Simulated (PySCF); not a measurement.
C₂H₆GeO₃, SMILES C[C](=O)[GeH]([OH])[OH].

The structure is a stationary point at PBE0-D3(BJ)/def2-SVP. This is a generated structure with no PubChem entry under its InChIKey; it may be hypothetical. One conformer was computed; it need not be the lowest.

Vertical ionisation energy (IE) and electron affinity (EA) in eV. Rows of orbital energies are one-electron estimates. Where ΔSCF, EOM or ADC give a negative EA the extra electron is unbound and the value depends on the basis.

```tsv
level	IE	EA
−ε(HOMO), −ε(LUMO), r2SCAN/def2-TZVP (PySCF)	___	___
−ε(HOMO), −ε(LUMO), PBE/def2-TZVP (PySCF)	5.52	2.42
```

Question: Fill in the missing entries. (An estimate is asked for; the answer gives what the named calculation found.)

Answer: 
- −ε(HOMO), −ε(LUMO), r2SCAN/def2-TZVP (PySCF), IE: 5.78
- −ε(HOMO), −ε(LUMO), r2SCAN/def2-TZVP (PySCF), EA: 2.22
